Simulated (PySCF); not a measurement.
Ga(H)2(iPr) (C3H9Ga), SMILES C[CH]([GaH2])C. Geometry: PBE-D3(BJ)/def2-SVP. The structure was generated by enumeration; whether it is a known compound was not checked.

Task: Give the equilibrium geometry at PBE-D3(BJ)/def2-SVP (PySCF confirms it by a frequency run) as bond lengths and angles, and its point group. (Estimate from the structure and the level; the computed values follow.)

Result: point group Cs.
Atoms: Ga1 H2 H3 C4 C5 C6 H7 H8 H9 H10 H11 H12 H13. Bond lengths (Å): Ga1–H2 1.590, Ga1–H3 1.590, Ga1–C4 2.002, C4–C5 1.535, C4–C6 1.535, C4–H7 1.118, C5–H8 1.113, C5–H9 1.111, C5–H10 1.109, C6–H11 1.109, C6–H12 1.113, C6–H13 1.111. Angles (°): H2–Ga1–H3 119.3, H2–Ga1–C4 120.4, H3–Ga1–C4 120.4, Ga1–C4–C5 112.9, Ga1–C4–C6 112.9, Ga1–C4–H7 101.8, C5–C4–C6 112.5, C5–C4–H7 107.9, C6–C4–H7 107.9, C4–C5–H8 111.4, C4–C5–H9 111.6, C4–C5–H10 112.4, H8–C5–H9 106.6, H8–C5–H10 107.5, H9–C5–H10 107.1, C4–C6–H11 112.4, C4–C6–H12 111.4, C4–C6–H13 111.6, H11–C6–H12 107.5, H11–C6–H13 107.1, H12–C6–H13 106.6.
Charge 0, spin multiplicity 1.
